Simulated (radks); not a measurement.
Question: Au3+, 76 electrons, occupied as [Xe] 4f14 5d8. Method: scalar-relativistic Kohn-Sham, r2SCAN, spin-unpolarised, spherical densities, finite nucleus; meta-GGA in the generalised Kohn-Sham scheme; Fermi nuclear charge, rms radius 5.4371 fm; computed with a radial shooting solver on a logarithmic mesh with Libxc functionals. Some entries of the table are withheld. Estimate them.

| orbital | occ. | eigenvalue (Ry) | <1/r> (bohr^-1) |
|---|---|---|---|
| 1s | 2 | -5944.593 | 95.71 |
| 2s | 2 | -1053.195 | 22.46 |
| 2p | 6 | (1) | 19.97 |
| 3s | 2 | -251.4559 | 8.338 |
| 3p | 6 | -209.9759 | 7.601 |
| 3d | 10 | -165.5367 | 7.144 |
| 4s | 2 | -57.16603 | 3.563 |
| 4p | 6 | -43.50535 | (2) |
| 4d | 10 | -27.00692 | 2.886 |
| 5s | 2 | -10.79741 | 1.457 |
| 4f | 14 | -8.72551 | (3) |
| 5p | 6 | -7.15825 | (4) |
| 5d | 8 | -3.00197 | 0.9111 |

Answer: 
(1) 2p eigenvalue (Ry): -910.8269
(2) 4p <1/r> (bohr^-1): 3.221
(3) 4f <1/r> (bohr^-1): 2.462
(4) 5p <1/r> (bohr^-1): 1.244
